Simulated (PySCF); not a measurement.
Species: CH7ClSi2.
SMILES: `[SiH3]C[SiH2]Cl`

Computed with EOM-IP-CCSD/aug-cc-pVDZ in PySCF, restricted Hartree–Fock reference, 16 core orbitals frozen, non-relativistic, gas phase, PBE0-D3(BJ)/def2-SVP geometry.

Hartree–Fock orbital energies give these Koopmans values (eV): HOMO 11.73, HOMO-1 12.10, HOMO-2 12.76, HOMO-3 13.03, HOMO-4 13.08, HOMO-5 13.96, HOMO-6 14.00, HOMO-7 14.71.

Problem. What vertical ionisation energies does EOM-IP-CCSD give?

Solution. 
| leading hole (HF orbital) | Koopmans (eV) | EOM-IP-CCSD (eV) | change (eV) | one-hole share |
| --- | --- | --- | --- | --- |
| HOMO | 11.73 | 10.84 | -0.89 | 0.95 |
| HOMO-1 | 12.10 | 11.29 | -0.81 | 0.95 |
| HOMO-2 | 12.76 | 11.89 | -0.87 | 0.95 |
| HOMO-4 | 13.08 | 12.23 | -0.85 | 0.95 |
| HOMO-3 | 13.03 | 12.31 | -0.72 | 0.95 |
| HOMO-5 | 13.96 | 13.06 | -0.90 | 0.94 |
| HOMO-6 | 14.00 | 13.06 | -0.94 | 0.94 |
| HOMO-7 | 14.71 | 13.76 | -0.95 | 0.94 |

Problem. Does the order of the lines follow the orbital energies?

Solution. No: the HOMO-4 hole (12.23 eV) falls below the HOMO-3 hole (12.31 eV). The corrections run from -0.95 to -0.72 eV, with a mean of -0.87 eV over the 8 lines; no line lies above its Koopmans value.

Problem. At what kinetic energies would He II light (40.81 eV) eject these electrons?

Solution. 29.97 eV (HOMO), 29.52 eV (HOMO-1), 28.92 eV (HOMO-2), 28.58 eV (HOMO-4), 28.50 eV (HOMO-3), 27.75 eV (HOMO-5), 27.75 eV (HOMO-6), 27.05 eV (HOMO-7).

Problem. What total energy has the lowest final state, and which wavelength reaches it?

Solution. E(CCSD) + ionisation energy = -1079.95251 + 0.39820 = -1079.55431 Eh, at the geometry of the initial state. The threshold wavelength is 1239.84 eV nm/10.84 eV = 114.4 nm.

Lines less than 0.15 eV apart could change places at a higher level. One root was sought for each valence orbital with −ε under 21 eV, eight at most, so deeper holes and satellites are missing; no vibrational structure.

Shape of the structure used: `[SiH3:1][CH2:2][SiH2:3][Cl:4]`: Si1–C2–Si3–Cl4 178°.

One conformer stands for the species.
